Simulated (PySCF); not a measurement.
## Ar²⁺: excitation energy

Ar²⁺ [Ne] 3s2 3p4 (3P) → Ar²⁺ [Ne] 3s2 3p3 3d1 (5D), as a difference of total energies. Computed with PySCF 2.14 in aug-cc-pVDZ-DK (5s4p2d, 27 functions), with scalar relativity by spin-free X2C-1e. Correlated levels: valence: [Ne] frozen. The calculations carry no spin-orbit coupling.

| method | excitation energy (cm⁻¹) |
| --- | --- |
| UHF | 161420 |
| LDA | 168240 |
| PBE | 165840 |
| PBE0 | 166180 |
| r2SCAN | 166670 |
| r2SCANh | 166620 |
| B3LYP | 168760 |
| HSE06 | 166340 |
| M06-2X | 170610 |
| MP2 (valence) | 166970 |
| SCS-MP2 (valence) | 166940 |

A first-order spin-orbit estimate (lowest level to lowest level, LS coupling) adds 0.062 eV.

The promoted electron is Rydberg-like, and one or two diffuse shells describe it only roughly, which tends to raise the upper state.
